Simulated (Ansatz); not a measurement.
Isolated molecules relaxed with PBE0-D4/def2-TZVP in Ansatz; ΔE leaves out vibrations. CBS: MP2 limit from def2 TZ/QZ plus the TZ coupled-cluster correction, frozen cores. def2 core potentials past Kr. For Ge, In, Sn outer-core shells are correlated without core-valence functions, which leaves a few kJ/mol of doubt a bond. Scalar relativity is left out up to krypton. Each species was taken in one conformer, which may not be the lowest.

`[Cl][SnH2][GeH3]` + `[CH3][In]([NH2])[NH2]` → `[NH2][SnH2][Cl]` + `[CH3][In]([NH2])[GeH3]`  (redistribution)

```tsv
species	CCSD(T)/CBS(def2) energy (Eh)
`[Cl][SnH2][GeH3]`	-2752.95817
`[CH3][In]([NH2])[NH2]`	-341.50613
`[NH2][SnH2][Cl]`	-730.95470
`[CH3][In]([NH2])[GeH3]`	-2363.51063
```

Problem. Work out ΔE.

Solution. ΔE = (-730.95470) + (-2363.51063) − (-2752.95817) − (-341.50613) = -0.00103 Eh = -2.7 kJ/mol.

Largest T1 diagnostic among the species: 0.013.
